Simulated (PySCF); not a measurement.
Static polarisabilities and like-pair C6 coefficients by linear response at CAM-B3LYP/def2-SVPD (PySCF, frozen core in the response, non-relativistic, gas phase), PBE0-D3(BJ)/def2-SVP geometries, one conformer each; atomic units unless stated.

```tsv
label	species	α	C6
P	`C=CC1=CC=CC(F)=C1F`	97.2	3447
Q	`c1ccc2[nH]ccc2c1`	98.5	3482
R	`CC1=NCCC1`	65.1	1844
S	`C1=CC2=CC=CN2C=C1`	100.9	3553
T	`O=S1(=O)C[C@@H](F)CC=C1F`	82.6	3150
U	`C#C/C(C=C)=C(/C)C#N`	107.8	3848
```

Question: Estimate the unlike-pair coefficients by the rule C6(AB) = 2·C6(AA)·C6(BB) / [C6(AA)·αB/αA + C6(BB)·αA/αB], and compare with the geometric mean, for PR, PU, QR, QS, QT, QU, RS and ST.

Answer: 
```csv
pair,combination rule,geometric mean,ratio
PR,2511,2521,0.996
PU,3638,3642,0.999
QR,2522,2534,0.995
QS,3517,3517,1.000
QT,3286,3312,0.992
QU,3657,3660,0.999
RS,2544,2560,0.994
ST,3313,3346,0.990
```

The rule is exact for one-pole polarisabilities and never exceeds the geometric mean; the two meet where both partners have the same effective excitation energy. These unlike-pair values are estimates, not computed integrals.
